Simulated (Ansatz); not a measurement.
Stepwise reaction of `OB(Br)Br` with methanol, as a gas-phase model of exchange steps in deposition or etching. ΔE in kJ/mol.

Isolated molecules relaxed with PBE0-D4/def2-TZVP in Ansatz; ΔE leaves out vibrations. CBS: MP2 limit from def2 TZ/QZ plus the TZ coupled-cluster correction, frozen cores. This one scheme is used for every species. DFT in def2-TZVPP. B3LYP here is the variant with VWN-RPA as its local correlation; programs differ in this. For Br outer-core shells are correlated without core-valence functions, which leaves a few kJ/mol of doubt a bond. Scalar relativity is left out up to krypton. Each species was taken in one conformer, which may not be the lowest.

```json
{"step": "2", "reaction": "`COB(O)Br` + CH₃OH → `COB(O)OC` + HBr", "PBE-D4": "-40.7", "B3LYP-D4": "-52.1", "ωB97M-V": "-50.0", "CCSD(T)/CBS": "-47.2"}
```

Question: Give the row of step 1, `OB(Br)Br` + CH₃OH → `COB(O)Br` + HBr. (Best estimate.)

Answer: Computed: 
```json
{"step": "1", "reaction": "`OB(Br)Br` + CH₃OH → `COB(O)Br` + HBr", "PBE-D4": "-57.3", "B3LYP-D4": "-67.5", "ωB97M-V": "-66.5", "CCSD(T)/CBS": "-61.6"}
```

Question: By hand: ΔE of the 2 steps together at CCSD(T)/CBS.

Answer: (-61.6) + (-47.2) = -108.8 kJ/mol, or -54.4 kJ/mol a step.

In ΔE each step is higher than the one before. All are downhill at CCSD(T)/CBS. PBE-D4 differs from CCSD(T)/CBS by 4.3 to 6.5 kJ/mol a step. Isolated molecules leave out the surface, adducts and barriers. Largest T1 diagnostic: 0.012.
